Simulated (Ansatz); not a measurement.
Mulliken charges of ClF5Mo (`[F][Mo]([F])([F])([F])([F])[Cl]`) from r2SCAN/def2-TZVPP in Ansatz (PBE0-D4/def2-TZVP geometry).

```csv
atom,x (Å),y (Å),z (Å),charge (e)
F1,0.085,-1.069,1.522,-0.293
Mo2,0.002,-0.020,0.028,1.600
F3,-1.815,-0.094,0.132,-0.289
F4,0.005,-1.535,-0.982,-0.289
F5,1.822,0.004,-0.003,-0.289
F6,0.002,1.445,1.111,-0.289
Cl7,-0.102,1.269,-1.807,-0.152
```

Question: By hand: the dipole of these point charges (1 e Å = 4.8032 D).

Answer: Σ q r = (-0.010, 0.140, -0.201) e Å, of length 0.245 e Å = 1.18 D.

Question: How does the dipole of the full density compare? (Best estimate.)

Answer: Ansatz gave: (-0.009, 0.117, -0.167) e Å, 0.98 D; the point charges give 1.20 times that, at 0° from its direction.

Point charges leave out the atoms' own dipoles, such as those of lone pairs, and Mulliken's split depends on the basis, so the two needn't agree.
